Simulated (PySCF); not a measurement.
Electric field gradients and quadrupole coupling constants

C6H5F3NP.
Z-matrix (Å and degrees, GFN2-xTB geometry), rows numbered from 1:
```
C 
C   1  1.4972
N   2  1.3095  1  116.06
C   3  1.3190  2  123.58  1   179.15
C   4  1.3888  3  124.49  2    -0.27
C   5  1.5033  4  119.78  3   179.25
F   6  1.3477  5  111.77  4  -105.48
F   6  1.3390  5  113.45  4    14.83
F   6  1.3446  5  112.29  4   135.65
C   5  1.3863  4  122.62  3     0.78
P  10  1.7305  5  124.16  4    -0.47
H   1  1.0888  2  110.73  3   133.26
H   1  1.0903  2  109.82  3  -107.86
H   1  1.0865  2  109.72  3    11.67
H   4  1.0822  3  115.23  2   179.91
H  10  1.0838  5  118.17  4   179.58
```

Field gradients from the PBE0/pcSseg-1 density (PySCF, non-relativistic), principal values in atomic units, ordered |Vxx| ≤ |Vyy| ≤ |Vzz|:

```json
{"atom": "N3", "Vxx": "0.3604", "Vyy": "0.7750", "Vzz": "-1.1354"}
```

Question: Find the asymmetry η = (Vxx − Vyy)/Vzz and the couplings χ = eQV/h (234.96 MHz × Q in barn × V in au), with Q(14N) = 0.02044 b.

Answer: 
```csv
atom,environment,nucleus,η,χzz (MHz),χxx (MHz),χyy (MHz)
N3,pyridine-type nitrogen,14N,0.37,-5.45,1.73,3.72
```

Question: What is Vzz at N3 in SI units (1 au = 9.71736 × 10²¹ V/m²)?

Answer: -1.1354 au = -11.033 × 10²¹ V/m².

Question: And the gradient at the other heavy atoms, for which no coupling is worked out here?

Answer: 
```
atom                          environment  Vzz (au)     η
  C1                 benzylic-type carbon     0.093  0.69
  C2          substituted aromatic carbon     0.403  0.28
  C4  aromatic CH next to a ring nitrogen     0.368  0.43
  C5          substituted aromatic carbon    -0.220  0.87
  C6                           CF3 carbon    -0.422  0.03
  F7              fluorine of a CF3 group     2.934  0.06
  F8              fluorine of a CF3 group     2.910  0.03
  F9              fluorine of a CF3 group     2.923  0.06
 C10                   aromatic CH carbon     0.411  0.08
 P11             phosphorus bonded to 2 C    -1.221  0.35
```

Question: What couplings would deuterons (Q(2H) = 0.00286 b) have in place of the hydrogens, at this geometry?

Answer: 
| atom | bonded to | bond length (Å) | Vzz (au) | η | χzz (kHz) |
| --- | --- | --- | --- | --- | --- |
| H12 | C1 | 1.089 | 0.3101 | 0.04 | 208 |
| H13 | C1 | 1.090 | 0.3091 | 0.03 | 208 |
| H14 | C1 | 1.086 | 0.3123 | 0.02 | 210 |
| H15 | C4 | 1.082 | 0.3121 | 0.06 | 210 |
| H16 | C10 | 1.084 | 0.3152 | 0.06 | 212 |

Geometry: GFN2-xTB; no solvent, vibrations or thermal averaging. GFN2-xTB bond lengths can be off by several hundredths of an ångström, more for odd bonds, and the gradients follow them. The basis is small and wasn't made for field gradients, so the couplings can be 20 % off.
